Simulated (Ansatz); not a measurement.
Born–Oppenheimer molecular dynamics of F$_{3}$Y (4 atoms, charge 0, multiplicity 1). It starts from a relaxed structure.

Computed with UKS PBE0/def2-SVP (Ansatz).

* ensemble: NVT, Langevin thermostat
* time step: 2 fs
* steps asked: 250
* set temperature: 1000 K
* friction: 0.02 /fs
* temperature schedule: 62 steps to 1000 K, then 188 steps to 10 K
* seed: 235627

First frame:

```xyz
4
Properties=species:S:1:pos:R:3
F -0.062 0.434 1.936
Y -0.009 -0.026 -0.004
F 0.823 -1.739 -0.599
F -0.696 1.271 -1.354
```

(1) How far do the bonds stretch over the last three quarters of this one trajectory? (Pairs bonded in most of those frames.)

Results:

(1) 
| bond | mean (Å) | spread (Å) | shortest | longest |
| --- | --- | --- | --- | --- |
| F1–Y2 | 2.007 | 0.064 | 1.85 | 2.17 |
| Y2–F3 | 1.998 | 0.042 | 1.92 | 2.09 |
| Y2–F4 | 2.002 | 0.045 | 1.91 | 2.08 |

Mean temperature of the second half: 315 K. The schedule's set-point averaged 339 K over the second half and the system 315 K. A run of 0.5 ps of so small a system gives no equilibrium averages.

The run took 17 min on 2 threads of Arm Neoverse N1 (shared host), peak memory 0.2 GiB.
